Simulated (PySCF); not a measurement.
Te(SeH)(SiH3) (H4SeSiTe), SMILES [SiH3][Te][SeH]. The structure is a stationary point at PBE0-D3(BJ)/def2-SVP. This is a generated structure with no PubChem entry under its InChIKey; it may be hypothetical. The def2 effective core potentials stand for the cores of Te; spin–orbit coupling is left out. One conformer was computed; it need not be the lowest.

Question: Give the equilibrium geometry at PBE0-D3(BJ)/def2-SVP (PySCF confirms it by a frequency run) as bond lengths and angles. (Estimate from the structure and the level; the computed values follow.)

Answer: Several could match; the one computed here: 
Atoms: Te1 Se2 H3 Si4 H5 H6 H7. Bonds (Å): Te1–Se2 2.546, Te1–Si4 2.509, Se2–H3 1.474, Si4–H5 1.491, Si4–H6 1.492, Si4–H7 1.495. Angles (°): Se2–Te1–Si4 92.2, Te1–Se2–H3 95.6, Te1–Si4–H5 110.1, Te1–Si4–H6 110.0, Te1–Si4–H7 106.9, H5–Si4–H6 109.9, H5–Si4–H7 110.1, H6–Si4–H7 109.8.
Charge 0, spin multiplicity 1.
